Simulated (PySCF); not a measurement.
# Spin-rotation constants: `C1=C[PH+]1[BH3-]`, C₂H₆BP

Molfile (atoms numbered from 1):
```
C2H6BP
     RDKit          3D

 10 10  0  0  0  0  0  0  0  0999 V2000
   -1.6872    0.0050    0.3423 B   0  0  0  0  0  0  0  0  0  0  0  0
    0.0932   -0.4936   -0.1351 P   0  0  0  0  0  0  0  0  0  0  0  0
    1.3942    0.4967   -0.8621 C   0  0  0  0  0  0  0  0  0  0  0  0
    1.6484    0.2133    0.3971 C   0  0  0  0  0  0  0  0  0  0  0  0
   -2.3319   -0.2830   -0.6560 H   0  0  0  0  0  0  0  0  0  0  0  0
   -1.9261   -0.7210    1.2972 H   0  0  0  0  0  0  0  0  0  0  0  0
   -1.6250    1.1956    0.5966 H   0  0  0  0  0  0  0  0  0  0  0  0
    0.3407   -1.8497   -0.4898 H   0  0  0  0  0  0  0  0  0  0  0  0
    1.7559    1.0538   -1.7267 H   0  0  0  0  0  0  0  0  0  0  0  0
    2.3499    0.3914    1.2123 H   0  0  0  0  0  0  0  0  0  0  0  0
  1  2  1  0
  2  3  1  0
  3  4  2  0
  4  2  1  0
  1  5  1  0
  1  6  1  0
  1  7  1  0
  2  8  1  0
  3  9  1  0
  4 10  1  0
M  CHG  2   1  -1   2   1
M  END
```

Computed with PySCF 2.14.0, GIAO B3LYP/MINI magnetisability, rotational g tensor and spin-rotation constants, non-relativistic, gas phase. Geometry: PBE0-D3(BJ)/def2-SVP.

Q: Give the nuclear spin-rotation constants along the inertial axes (H = +C I·J) beside the isotropic shieldings.

A: Rotational constants 15.9712, 4.1311, 4.0377 GHz. A star marks the isotopologue with that one atom substituted, in its own axes.
```
atom  isotope  Caa (kHz)  Cbb (kHz)  Ccc (kHz)  mean (kHz)  σ (ppm)
  B1      11B      1.117      0.265      0.167       0.516    168.8
  P2      31P      9.493      2.202     -0.995       3.567    831.4
  H5       1H     -1.355     -0.127     -0.414      -0.632     29.1
  H6       1H     -1.366     -0.130     -0.408      -0.635     29.1
  H7       1H     -1.808     -0.481     -0.010      -0.766     29.9
  H8       1H     -2.009     -0.504      0.002      -0.837     27.8
  H9       1H     -0.731      0.040     -0.454      -0.382     21.7
 H10       1H     -0.741      0.052     -0.464      -0.384     21.7
  C3     13C*      5.145      1.069      0.315       2.177    109.3
```
For the geometry as given, no vibrational averaging.
